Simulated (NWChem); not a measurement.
System: BNH₃Br; SMILES NBBr

Here is an NWChem input.

```
start job
memory heap 200 mb stack 900 mb global 1100 mb
geometry units angstroms noautosym nocenter noautoz
  B     -0.595798     1.039547     0.000000
  H     -1.782561     1.238408     0.000000
  Br     0.031644    -0.786094     0.000000
  N      0.316328     2.080582     0.000000
  H      1.319270     1.942447     0.000000
  H      0.024091     3.049276     0.000000
end
basis spherical
  * library 6-31g*
end
dft
  xc b3lyp
  iterations 150
end
property
  shielding
end
task dft property
```

Structure relaxed at the PBE0/def2-SVP level.

GIAO values for the isolated, static molecule; σ is the absolute isotropic shielding, δ = σ(reference) − σ with the isolated reference molecule computed at the same levels (11B: boron trifluoride, 1H: tetramethylsilane, 15N: ammonia). Spin-orbit effects, on the heavy nuclei and on their neighbours, are missing.

Atoms are numbered as in the input.

Question: Give the results of this calculation. (B3LYP/6-31G* (spherical d), GIAO.) Quantities: δ B1 (ppm); δ H2 (ppm); σ Br3 (ppm); δ N4 (ppm); δ H5 (ppm); δ H6 (ppm).

Answer: 
```yaml
"δ B1 (ppm)": 26.4
"δ H2 (ppm)": 5.39
"σ Br3 (ppm)": 2514.5
"δ N4 (ppm)": 95.7
"δ H5 (ppm)": 3.66
"δ H6 (ppm)": 3.81
```
